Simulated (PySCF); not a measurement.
Cl, charge -1, singlet; B3LYP/aug-cc-pVDZ (PySCF).

The PySCF input:
```python
from pyscf import gto, scf, dft

mol = gto.Mole()
mol.atom = '''
    Cl    0.000000    0.000000    0.000000
'''
mol.basis = 'aug-cc-pvdz'
mol.charge = -1
mol.spin = 0
mol.verbose = 4
mol.build()

mf = dft.RKS(mol)
mf.xc = 'b3lyp'
mf.kernel()
```

The log (banner, timings and long lists left out):

```
PySCF version 2.14.0

[INPUT] verbose = 4
[INPUT] num. atoms = 1
[INPUT] num. electrons = 18
[INPUT] charge = -1
[INPUT] spin (= nelec alpha-beta = 2S) = 0
[INPUT] symmetry False subgroup None
[INPUT] Mole.unit = angstrom
[INPUT] Symbol           X                Y                Z      unit          X                Y                Z       unit  Magmom
[INPUT]  1 Cl     0.000000000000   0.000000000000   0.000000000000 AA    0.000000000000   0.000000000000   0.000000000000 Bohr   0.0

nuclear repulsion = 0
number of shells = 8
number of NR pGTOs = 50
number of NR cGTOs = 27
basis = aug-cc-pvdz
ecp = {}

******** <class 'pyscf.dft.rks.RKS'> ********
method = RKS
initial guess = minao
damping factor = 0
level_shift factor = 0
DIIS = <class 'pyscf.scf.diis.CDIIS'>
diis_start_cycle = 1
diis_space = 8
diis_damp = 0
SCF conv_tol = 1e-09
SCF conv_tol_grad = None
SCF max_cycles = 50
direct_scf = True
direct_scf_tol = 1e-13
XC library pyscf.dft.libxc version 7.1.2
    S. Lehtola, C. Steigemann, M. J. T. Oliveira, and M. A. L. Marques,  SoftwareX 7, 1–5 (2018)
XC functionals = b3lyp
    P. J. Stephens, F. J. Devlin, C. F. Chabalowski, and M. J. Frisch,  J. Phys. Chem. 98, 11623 (1994)
radial grids:
    Treutler-Ahlrichs [JCP 102, 346 (1995); DOI:10.1063/1.469408] (M4) radial grids

becke partition: Becke, JCP 88, 2547 (1988); DOI:10.1063/1.454033
pruning grids: <function nwchem_prune>
grids dens level: 3
symmetrized grids: False
atomic radii adjust function: <function treutler_atomic_radii_adjust>
small_rho_cutoff = 0
Set gradient conv threshold to 3.16228e-05
Initial guess from minao.
tot grids = 18880
init E= -460.099465334405
  HOMO = -0.356104002991787  LUMO = 0.041401557354477  gap/eV = 10.81668
cycle= 1 E= -460.233264505548  delta_E= -0.134  |g|= 0.399  |ddm|= 0.388
  HOMO = 0.0895363588781348  LUMO = 0.286048358305582  gap/eV = 5.34736
cycle= 2 E= -460.146580183568  delta_E= 0.0867  |g|= 0.673  |ddm|= 1.21
  HOMO = -0.0278733253249939  LUMO = 0.252775661914301  gap/eV = 7.63685
cycle= 3 E= -460.298147434088  delta_E= -0.152  |g|= 0.00936  |ddm|= 0.701
  HOMO = -0.0265841580066341  LUMO = 0.25234003947136  gap/eV = 7.58991
cycle= 4 E= -460.298171587475  delta_E= -2.42e-05  |g|= 0.00551  |ddm|= 0.0243
  HOMO = -0.0285748509034332  LUMO = 0.251539384106885  gap/eV = 7.62230
cycle= 5 E= -460.298181143437  delta_E= -9.56e-06  |g|= 0.000393  |ddm|= 0.00505
  HOMO = -0.0287271473460704  LUMO = 0.251462573632207  gap/eV = 7.62435
cycle= 6 E= -460.298181186552  delta_E= -4.31e-08  |g|= 4.82e-06  |ddm|= 0.000376
  HOMO = -0.0287287158687361  LUMO = 0.251461713287535  gap/eV = 7.62437
cycle= 7 E= -460.298181186558  delta_E= -6.82e-12  |g|= 1.07e-08  |ddm|= 4.41e-06
  HOMO = -0.0287287199290519  LUMO = 0.251461712088008  gap/eV = 7.62437
Extra cycle  E= -460.298181186559  delta_E= -5.68e-13  |g|= 8.29e-09  |ddm|= 2.63e-08
converged SCF energy = -460.298181186559
```
